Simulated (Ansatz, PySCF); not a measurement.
Breaking the O3–H4 bond in FHOSi (SMILES O[Si]F) (multiplicity 1 held, fragments rigid). Energies count from the point at 0.966 Å.
Geometry at that point (charge 0, multiplicity 1):
```xyz
4

Si     0.00937     0.00603     0.61023
F     -0.73513     1.02563    -0.41740
O      0.73079    -1.04613    -0.42561
H      0.63861    -0.94607    -1.38174
```

Unrestricted levels (U-) break spin symmetry where that is lower. Active spaces are followed from a long bond inwards. Levels need not reach the same state.

Cores are frozen in the correlated methods. Rows in 3-21G, 6-31G* carry no dispersion term and start afresh at each structure (6-31G* with six Cartesian d functions). MP2/6-31G* freezes PySCF's default core.

The values were computed with Ansatz (an electronic-structure program); PySCF for 3-21G rows, 6-31G* rows. Each number belongs to the level named beside it.

Other levels give for the energy at R = 3.090 Å: U-PBE/cc-pV(T+d)Z 4.659; U-B3LYP/cc-pV(T+d)Z 4.917; U-wB97X-V/cc-pV(T+d)Z 5.087; FIC-MRCISD+Q on CASSCF(4,3)/cc-pV(T+d)Z 5.323 eV.

Common cheap choices:

| level | energy at R = 3.090 Å (eV) |
|---|---|
| R-HF/3-21G | 9.177 |
| R-HF/6-31G* | 8.942 |
| U-HF/6-31G* | 3.735 |
| R-BP86/6-31G* | 5.480 |
| R-B3LYP/6-31G* | 6.249 |
| U-B3LYP/6-31G* | 4.699 |
| R-MP2/6-31G* | 5.502 |

Doubts at one or more of the structures used: a restricted determinant that unrestricted orbitals would lower (R-HF/3-21G, R-HF/6-31G*, R-BP86/6-31G*, R-B3LYP/6-31G*, R-MP2/6-31G*); a spin-contaminated determinant (U-HF/6-31G*, U-B3LYP/6-31G*, U-PBE/cc-pV(T+d)Z, U-B3LYP/cc-pV(T+d)Z, U-wB97X-V/cc-pV(T+d)Z); active orbitals that take no part (FIC-MRCISD+Q on CASSCF(4,3)/cc-pV(T+d)Z).
